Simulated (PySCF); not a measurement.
C7H9F.
Atom-mapped SMILES: `[CH:1]#[C:2][C@@H:3]1[C@H:4]([CH3:5])[CH2:6][C@@H:7]1[F:8]`

Cartesian coordinates in Å at the GFN2-xTB level; atoms count from 1:
```
atom  x, y, z in Å
C1     0.843    0.380   -2.577
C2     0.807    0.541   -1.392
C3     0.728    0.747    0.033
C4     0.198   -0.472    0.843
C5     0.233   -1.831    0.171
C6    -1.175    0.218    0.946
C7    -0.535    1.525    0.478
F8    -1.215    2.194   -0.506
H9     0.889    0.241   -3.616
H10    1.670    1.171    0.388
H11    0.692   -0.524    1.815
H12   -0.289   -2.562    0.785
H13   -0.243   -1.786   -0.805
H14    1.261   -2.161    0.036
H15   -1.874   -0.155    0.200
H16   -1.655    0.233    1.921
H17   -0.342    2.253    1.271
```

NICS is the negative of the GIAO shielding at a point without a nucleus: at the ring centre (0) and 1 Å above and below it (1); zz is the component along the ring normal. Level: GIAO PBE0/pcSseg-1 (PySCF, non-relativistic, gas phase) on the GFN2-xTB geometry, one conformer.

Ring bond lengths (Å), with Mayer bond orders in brackets: C3–C4 1.557 (0.94), C4–C6 1.540 (1.00), C6–C7 1.529 (1.04), C7–C3 1.548 (0.98).

What do the NICS probes read (ppm)?

```csv
ring,type,NICS(0),"NICS(1), two faces","NICS(1)zz, two faces",rms pucker (Å),"centre to ring atoms, mean (Å)"
C3–C4–C6–C7,4-membered carbocycle; formal bonds all single,-2.5,-1.0 / -3.0,5.7 / -2.0,0.09,1.09
```

What do they say, and how far can they be read as aromaticity?

- C3–C4–C6–C7: mean NICS(1)zz 1.9 ppm, near zero. C3, C4, C6, C7 have four or more neighbours, and the NICS criterion for π rings isn't applied. The two faces differ by 7.7 ppm, so no symmetry operation interchanges them.

At the first NICS(1) probe listed for ring C3–C4–C6–C7, 1 Å off the ring, how large is the induced field along the normal in 9.4 T applied along it?

NICSzz × B0 = 5.7 ppm × 9.4 T = 54 μT, along the applied field.

Give the inner angles of the rings and the Hirshfeld charges of the ring atoms.

- C3–C4–C6–C7: C3 88.1° (-0.024 e), C4 89.2° (-0.012 e), C6 89.4° (-0.083 e), C7 90.0° (+0.070 e); sum 356.7° against 360° for a flat convex ring.

How shielded are the nuclei of the rings and their hydrogens (means over atoms taken as equivalent)?

```
atoms                environment  σ isotropic (ppm)  principal values of the symmetric part, first atom (ppm)
   C3         propargylic carbon              148.1                                       130.8, 148.4, 165.0
   C4  four-membered-ring carbon              163.0                                       148.2, 165.9, 174.9
   C6  four-membered-ring carbon              147.4                                       128.6, 140.9, 172.6
   C7             sp3 C–F carbon              102.2                                         67.6, 83.9, 155.0
  H10           methine hydrogen              28.31                                          23.6, 27.5, 33.8
  H11           methine hydrogen              29.85                                          25.6, 28.4, 35.6
  H15         methylene hydrogen              29.71                                          27.4, 28.3, 33.4
  H16         methylene hydrogen              29.19                                          25.7, 26.8, 35.1
  H17           methine hydrogen              26.78                                          22.7, 27.3, 30.4
```
